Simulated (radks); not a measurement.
Results of a calculation; reference values are marked as such.
Species: He+. Configuration: 1s1.

Level of theory: scalar-relativistic Kohn-Sham, revPBE, spin-polarised, spherical densities, point nucleus; open shells are filled with parallel spins first (a radial shooting solver on a logarithmic mesh with Libxc functionals).

Energy parts (Ry):
part                    energy
total                 -4.00596
kinetic                3.99456
electron-nucleus      -7.99348
Hartree                1.24133
exchange-correlation  -1.24837

Orbitals (lengths in bohr, moments of r in powers of bohr; r(max) is where P^2 peaks):
1s up: occ. 1; eigenvalue (Ry) -3.09733; r(max) 0.4950

The highest occupied level is 1s up at -42.141 eV. The density falls to 0.001 e/bohr^3 at r = 1.99 bohr. Spin moment in Bohr magnetons: 1. Summed over all electrons, <r^2> = 0.7756 bohr^2, which gives a Langevin (diamagnetic) susceptibility term of -0.614 x 10^-6 cm^3/mol.
